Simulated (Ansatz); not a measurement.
`CBC` and `[CH3][GaH][CH3]` differ in one element.

Ansatz, PBE0-D4/def2-TZVP geometries, multiplicity 1. 

Scalar relativity is left out up to krypton.

| property | `CBC` |
| --- | --- |
| size of the dipole moment (B3LYP/def2-TZVPP) / D | 0.42 |
| HOMO energy (PBE0/def2-TZVPP) / eV | -8.64 |
| HOMO energy (ωB97M-V/def2-TZVPP) / eV | -10.97 |
| LUMO energy (PBE/def2-TZVPP) / eV | -1.62 |
| LUMO energy (PBE0/def2-TZVPP) / eV | -0.58 |
| HOMO–LUMO gap (ωB97M-V/def2-TZVPP) / eV | 12.33 |

Q: What does the change do to each property? (Best estimate.)

A: Computed: 
```tsv
property	`[CH3][GaH][CH3]`	shift
size of the dipole moment (B3LYP/def2-TZVPP) / D	0.61	0.19
HOMO energy (PBE0/def2-TZVPP) / eV	-7.66	0.98
HOMO energy (ωB97M-V/def2-TZVPP) / eV	-9.87	1.10
LUMO energy (PBE/def2-TZVPP) / eV	-1.77	-0.15
LUMO energy (PBE0/def2-TZVPP) / eV	-0.95	-0.37
HOMO–LUMO gap (ωB97M-V/def2-TZVPP) / eV	10.58	-1.75
```

With PBE0 the HOMO rises by 0.98 eV and the LUMO falls by 0.37 eV, so the gap narrows by about 1.35 eV. PBE moves the HOMO by 0.80 eV and ωB97M-V by 1.10 eV. Dipoles are sizes alone; their direction can turn.

B3LYP here is the variant with VWN-RPA as its local correlation; programs differ in this.
